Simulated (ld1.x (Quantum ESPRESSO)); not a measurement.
## Logarithmic derivatives: tellurium (Te), RRKJ

- Element: tellurium
- Generator: ld1.x (Quantum ESPRESSO) 7.5
- Type: norm-conserving RRKJ (Kleinman–Bylander form)
- Functional: PBE
- Relativity: non-relativistic
- Frozen core: [Kr]
- Valence charge: 16
- Reference configuration: 4d10 5s1.5 5p4.5
- Partial waves: 5s (bound): rc 1.90 bohr; 5p (bound): rc 1.95 bohr; 4d (bound): rc 1.00 bohr
- Local potential: all-electron potential smoothed inside 1.65 bohr (lloc = -1)
- Core correction: a·sin(br)/r model core, default radius (core density twice the valence density)
- rho0: 0.005

The phase is arctan(r·u′/u) with u = r·R(r), unwrapped; energies in Ry, scanned from -5 to 5 Ry. A pole is an energy at which the radial function vanishes at the test radius. The pseudo phase is shifted by a multiple of π to meet the all-electron one at the reference energy, and phase errors are pseudo minus all-electron; the curves can meet again beyond the range given. Levels narrower than the energy grid can be missing from the lists of poles.

Q: For each channel, where are the poles, and over which energies does the pseudopotential scatter like the atom?

A:

```csv
channel,radius (bohr),reference energy (Ry),"poles, all-electron","poles, pseudo",unbroken range about the reference energy with phases within 0.05 rad,phase error 1 Ry above the reference energy (rad)
s,2.15,-1.05,1.83,"-4.60, 1.78",-4.5 to 4.9,-0.001
p,2.15,-0.46,3.29,"1.71, 4.42",below 0.9,-0.031
d,2.15,-3.26,-3.12,-3.12,below 1.0,+0.001
```

Note: ghost state, extra bound levels that the all-electron valence spectrum of the same l lacks: s at -62.8 eV. A true bound ghost makes a file unfit for plane-wave use.

Phases in the p channel:

```csv
E (Ry),all-electron,pseudo
-5.00,1.332,1.325
-4.48,1.312,1.306
-3.96,1.289,1.282
-3.44,1.258,1.251
-2.92,1.216,1.209
-2.40,1.157,1.149
-1.88,1.063,1.055
-1.36,0.898,0.891
-0.84,0.557,0.554
-0.32,-0.134,-0.135
0.20,-0.823,-0.841
0.72,-1.163,-1.202
1.24,-1.330,-1.400
1.76,-1.426,-1.599
2.28,-1.489,-3.917
2.80,-1.536,-4.527
3.32,-1.573,-4.621
3.84,-1.604,-4.672
4.36,-1.633,-4.708
4.88,-1.661,-4.739
```
